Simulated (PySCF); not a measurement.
C₈H₁₀O₂.
Geometry (GFN2-xTB, Å), atoms numbered from 1 in this order:
```
atom  x, y, z in Å
C1     3.909    0.084    0.202
O2     2.752   -0.043    0.997
C3     1.582    0.044    0.325
C4     1.269    0.270   -0.980
C5    -0.152    0.231   -1.038
C6    -0.590   -0.013    0.227
C7    -1.928   -0.186    0.805
C8    -2.992   -0.916    0.027
C9    -3.106    0.558    0.236
O10    0.478   -0.128    1.069
H11    3.949   -0.697   -0.564
H12    4.752   -0.024    0.881
H13    3.950    1.065   -0.282
H14    1.937    0.440   -1.798
H15   -0.751    0.370   -1.914
H16   -1.898   -0.338    1.877
H17   -3.659   -1.569    0.567
H18   -2.730   -1.272   -0.957
H19   -2.926    1.209   -0.606
H20   -3.852    0.926    0.922
```

Probes without a nucleus sit at each ring's centroid and 1 Å off its mean plane on both sides; NICS is minus the shielding there, NICSzz its component along the normal. Level: GIAO PBE0/pcSseg-1 (PySCF, non-relativistic, gas phase) on the GFN2-xTB geometry, one conformer.

Ring bond lengths (Å), with Mayer bond orders in brackets: C3–C4 1.362 (1.58), C4–C5 1.422 (1.22), C5–C6 1.361 (1.59), C6–O10 1.365 (1.01), O10–C3 1.343 (1.09); C7–C8 1.507 (0.94), C8–C9 1.494 (0.97), C9–C7 1.505 (0.94).

Give the NICS values of each ring in ppm.

```csv
ring,type,NICS(0),"NICS(1), two faces","NICS(1)zz, two faces",rms pucker (Å),"centre to ring atoms, mean (Å)"
C3–C4–C5–C6–O10,5-membered ring with O; formal bonds all aromatic,-11.6,-8.8 / -8.9,-20.9 / -20.8,0.00,1.17
C7–C8–C9,3-membered carbocycle; formal bonds all single,-42.2,-7.3 / -8.1,-22.5 / -23.7,0.00,0.87
```

What do they say, and how far can they be read as aromaticity?

- C3–C4–C5–C6–O10: mean NICS(1)zz -20.9 ppm, shielded, aromatic by this magnetic criterion (flat ring, no four-coordinate atom).
- C7–C8–C9: mean NICS(1)zz -23.1 ppm, shielded. C7, C8, C9 have four or more neighbours; no verdict on aromaticity is drawn. NICS(0) lies 35 ppm below the mean NICS(1).

How equal are the bonds by HOMA? HOMA = 1 − mean of α(R − Ropt)² over the ring bonds, with Krygowski's 1993 parameters (CC: Ropt 1.388 Å, α 257.7 Å⁻²; CO: Ropt 1.265 Å, α 157.38 Å⁻²).

- C3–C4–C5–C6–O10: HOMA 0.36; the largest term is that of C6–O10, α(R − Ropt)² = 1.57.

At the first NICS(1) probe listed for ring C3–C4–C5–C6–O10, 1 Å off the ring, what do the in-plane components average?

The isotropic value is a third of the trace: (3 × -8.8 − (-20.9))/2 = -2.8 ppm.

Give the inner angles of the rings and the Hirshfeld charges of the ring atoms.

- C3–C4–C5–C6–O10: C3 111.3° (+0.122 e), C4 105.3° (-0.130 e), C5 106.8° (-0.103 e), C6 109.7° (+0.053 e), O10 106.9° (-0.071 e); sum 540.0° against 540° for a flat convex ring.
- C7–C8–C9: C7 59.5° (-0.045 e), C8 60.2° (-0.086 e), C9 60.3° (-0.086 e); sum 180.0° against 180° for a flat convex ring.

On one thread of an Arm Neoverse V1, no GPU (shared host), this took 44 s wall. This is the whole shielding run at PBE0/pcSseg-1, SCF included.
